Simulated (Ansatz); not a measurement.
Gas-phase electronic energies from Ansatz, PBE0-D4/def2-TZVP geometries. CCSD(T)/CBS adds triple-zeta CCSD(T) − MP2 to the extrapolated MP2 energy (def2 sets, frozen cores). DFT in def2-TZVPP. For Br, Se outer-core shells are correlated without core-valence functions, which leaves a few kJ/mol of doubt a bond. Scalar relativity is left out up to krypton. One conformer a species, not always the lowest.

Consider the ligand exchange at the Al–Se bond: `C[Se][AlH][Br]` + silanol → `[SiH3][O][AlH][Br]` + `C[SeH]`.

```tsv
level	ΔE (kJ/mol)	difference from CCSD(T)/CBS
revPBE-D4	-29.6	10.6
r2SCAN-D4	-40.7	-0.5
B97M-V	-48.6	-8.4
r2SCANh-D4	-40.8	-0.6
r2SCAN0-D4	-40.9	-0.7
ωB97M-V	-44.2	-4.0
B2PLYP	-48.6	-8.4
PBE0	-34.1	6.1
r2SCAN0	-41.3	-1.1
SCS-MP2/def2-QZVPP	-47.0	-6.8
CCSD(T)/CBS	-40.2	0
```

Largest T1 diagnostic among the species: 0.011.

From BLYP to BHLYP (50 % exact exchange), in def2-TZVPP and without D4, ΔE moves by −5.0 kJ/mol. The D4 term adds +3.4 kJ/mol with B3LYP and +1.8 kJ/mol with PBE0; it sums over pairs of atoms, weighted by their polarisabilities, and B3LYP, whose exchange is more repulsive, gets the larger term.

CCSD(T)/CBS has its own doubt, a few kJ/mol and more with outer-core shells, so smaller differences from it don't rank the levels.

B3LYP here is the variant with VWN-RPA as its local correlation; programs differ in this.
